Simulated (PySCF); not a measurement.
La(NH2)3 at several levels of theory

Computed with PySCF 2.14.0 (density fitting, no spin-orbit coupling) at the geometry relaxed with BP86:

```xyz
10
La(NH2)3 (singlet)
La   -0.0015    0.0000    0.0000
N     2.3095   -0.0017   -0.0005
H     2.9406    0.8110    0.0869
H     2.9394   -0.8153   -0.0883
N    -1.1540    1.9903    0.2199
H    -0.7575    2.9383    0.3249
H    -2.1772    2.1313    0.2315
N    -1.1570   -1.9886   -0.2194
H    -2.1804   -2.1282   -0.2306
H    -0.7619   -2.9372   -0.3246
```

```csv
level,basis,state,HOMO (eV),gap (eV),charge on La1 (e),population of f-type functions on La1 (polarisation alone where 4f lies in the core),dipole about the centre of mass (D),largest force component (eV/Å)
BP86,"La lcecp-1-SVP with ECP46, N def2-SVP, H def2-SVP",singlet,-4.60,2.86,0.81,0.07,0.00,0.01
M06-L,the same,singlet,-4.50,3.95,1.17,0.07,0.00,0.49
BP86,"La lcecp-1-TZVP with ECP46, N def2-TZVP, H def2-TZVP",singlet,-4.84,3.09,1.48,0.09,0.00,0.45
BP86,"La x2c-SVPall, N x2c-SVPall, H x2c-SVPall",singlet,-4.59,2.90,0.81,0.17,0.00,0.29
```

In the lcecp rows the 4f levels are missing from HOMO and gap, and the state counts the valence alone.

Charges are Mulliken's, which hang on the basis. The relaxation used the grid (50, 194), these runs (75, 302) or, all-electron (x2c bases, spin-free X2C Hamiltonian), (99, 590).

**Question.** A further run in the first row's basis gives HOMO (eV) -4.74, gap (eV) 3.38, charge on La1 (e) 0.97, population of f-type functions on La1 (polarisation alone where 4f lies in the core) 0.07, dipole about the centre of mass (D) 0.00, largest force component (eV/Å) 0.37. Which level was it?
A. PBE0
B. r2SCAN
C. HF

**Answer.** B. The others give HOMO -9.05 eV (HF); -5.80 eV (PBE0).

In the first row's basis the gap widens with exact exchange: 2.9 to 3.9 eV for BP86, r2SCAN, M06-L (none); 4.7 eV for PBE0 (a fixed share); 9.8 eV for Hartree–Fock (rising or full at long range).

No frequency check is given that shows the relaxed geometry to be a minimum, and it was reached by following one of several unstable modes of a saddle point.
